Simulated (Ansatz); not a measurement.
Ansatz (an electronic-structure program) input (HF/STO-3G):

Ansatz 0.2 input:
```yaml
crystal:
  periodic: [false, false, false]
  atoms:
    - {symbol: Cl, position_ang: [-0.56268900, 2.26972000, -0.12604800]}
    - {symbol: Si, position_ang: [-0.09964300, 0.40227100, 0.61204100]}
    - {symbol: Br, position_ang: [1.93611000, -0.19052000, -0.09203500]}
    - {symbol: Br, position_ang: [-1.62294700, -1.07282400, -0.09155800]}
basis:
  gaussian:
    orbitals: STO-3G
hamiltonian:
  xc: {name: HF}
magnetization: {spin_polarized: true, initial_magnetization: 1}
relax: {f_tol: 0.003, max_steps: 120}
```

Output:

```
Functional definition: HF
integrals: 0.01 GiB planned
578 factors; integrals over basis functions are off by at most 7.3e-6 eV
mean field: 0.34 GiB planned
mean field evaluation 1: about -158628.8397 eV, gradient 1.7e1 eV
mean field evaluation 2: about -158628.8675 eV, gradient 1.7e1 eV
mean field evaluation 4: about -158632.2869 eV, gradient 1.4e0 eV
mean field evaluation 8: about -158632.3517 eV, gradient 8.5e-3 eV
mean field -158632.35171981 eV, -5829.6314008331 hartree, gradient 2.0e-5 eV, S^2 0.754804; 0 other end points of the search recorded, 0 dependent functions left out
the calculation of the forces begins
reference -158632.35171981 eV, -5829.6314008331 hartree; 51, 50 occupied and 3, 4 virtual orbitals, 578 factors
relax step   1: F+E_penalty+E_count = -158632.35171981 eV  Δ(F+E_penalty+E_count) = +0.000e0 eV  max|allowed force component| = 1.342e0 eV/Å  Δτ_max = 0.0000 Å  (34 SCF iters, accepted)
these checks for a lower state are left out or cut short: starts, cluster_reference, orbital_swaps, neighbouring_geometries, increment
integrals: 0.01 GiB planned
578 factors; integrals over basis functions are off by at most 7.0e-6 eV
mean field: 0.34 GiB planned
mean field evaluation 16: about -158632.3487 eV, gradient 2.9e-2 eV
mean field -158632.38363107 eV, -5829.6325735504 hartree, gradient 1.8e-5 eV, S^2 0.754611; 0 other end points of the search recorded, 0 dependent functions left out
the calculation of the forces begins
reference -158632.38363107 eV, -5829.6325735504 hartree; 51, 50 occupied and 3, 4 virtual orbitals, 578 factors
relax step   2: F+E_penalty+E_count = -158632.38363107 eV  Δ(F+E_penalty+E_count) = -3.191e-2 eV  max|allowed force component| = 2.477e-1 eV/Å  Δτ_max = 0.0523 Å  (31 SCF iters, accepted)
these checks for a lower state are left out or cut short: starts, cluster_reference, orbital_swaps, neighbouring_geometries, increment
integrals: 0.01 GiB planned
578 factors; integrals over basis functions are off by at most 7.1e-6 eV
mean field: 0.34 GiB planned
mean field -158632.38850579 eV, -5829.6327526929 hartree, gradient 2.1e-5 eV, S^2 0.754641; 0 other end points of the search recorded, 0 dependent functions left out
the calculation of the forces begins
reference -158632.38850579 eV, -5829.6327526929 hartree; 51, 50 occupied and 3, 4 virtual orbitals, 578 factors
relax step   3: F+E_penalty+E_count = -158632.38850579 eV  Δ(F+E_penalty+E_count) = -4.875e-3 eV  max|allowed force component| = 4.521e-2 eV/Å  Δτ_max = 0.0197 Å  (23 SCF iters, accepted)
these checks for a lower state are left out or cut short: starts, cluster_reference, orbital_swaps, neighbouring_geometries, increment
integrals: 0.01 GiB planned
578 factors; integrals over basis functions are off by at most 7.1e-6 eV
mean field: 0.34 GiB planned
mean field evaluation 32: about -158632.3886 eV, gradient 1.9e-5 eV
mean field -158632.38857502 eV, -5829.6327552372 hartree, gradient 1.9e-5 eV, S^2 0.754616; 0 other end points of the search recorded, 0 dependent functions left out
the calculation of the forces begins
reference -158632.38857502 eV, -5829.6327552372 hartree; 51, 50 occupied and 3, 4 virtual orbitals, 578 factors
relax step   4: F+E_penalty+E_count = -158632.38857502 eV  Δ(F+E_penalty+E_count) = -6.923e-5 eV  max|allowed force component| = 5.260e-3 eV/Å  Δτ_max = 0.0023 Å  (25 SCF iters, accepted)
these checks for a lower state are left out or cut short: starts, cluster_reference, orbital_swaps, neighbouring_geometries, increment
integrals: 0.01 GiB planned
578 factors; integrals over basis functions are off by at most 7.1e-6 eV
mean field: 0.34 GiB planned
mean field -158632.38857587 eV, -5829.6327552685 hartree, gradient 1.9e-5 eV, S^2 0.754615; 0 other end points of the search recorded, 0 dependent functions left out
the calculation of the forces begins
reference -158632.38857587 eV, -5829.6327552685 hartree; 51, 50 occupied and 3, 4 virtual orbitals, 578 factors
relax step   5: F+E_penalty+E_count = -158632.38857587 eV  Δ(F+E_penalty+E_count) = -8.507e-7 eV  max|allowed force component| = 4.464e-4 eV/Å  Δτ_max = 0.0002 Å  (25 SCF iters, accepted)
integrals: 0.01 GiB planned
578 factors; integrals over basis functions are off by at most 7.1e-6 eV
mean field: 0.34 GiB planned
mean field -158632.38857587 eV, -5829.6327552685 hartree, gradient 1.9e-5 eV, S^2 0.754615; 1 other end points of the search recorded, 0 dependent functions left out
the calculation of the forces begins
reference -158632.38857587 eV, -5829.6327552685 hartree; 51, 50 occupied and 3, 4 virtual orbitals, 578 factors
Total energy: -158632.38857587 eV, -5829.6327552685 hartree
Atom 0 at    -0.562353     2.268356    -0.141581 Å, force    -0.000039     0.000158     0.000026 eV/Å
Atom 1 at    -0.092980     0.375406     0.635537 Å, force     0.000111    -0.000446    -0.000414 eV/Å
Atom 2 at     1.913981    -0.181024    -0.096014 Å, force    -0.000286     0.000082     0.000194 eV/Å
Atom 3 at    -1.607817    -1.054091    -0.095542 Å, force     0.000215     0.000206     0.000194 eV/Å
Dipole moment:     0.054229    -0.218490     0.483828 e Å
```

The geometry given is a B3LYP-D3(BJ)/def2-TZVP minimum.
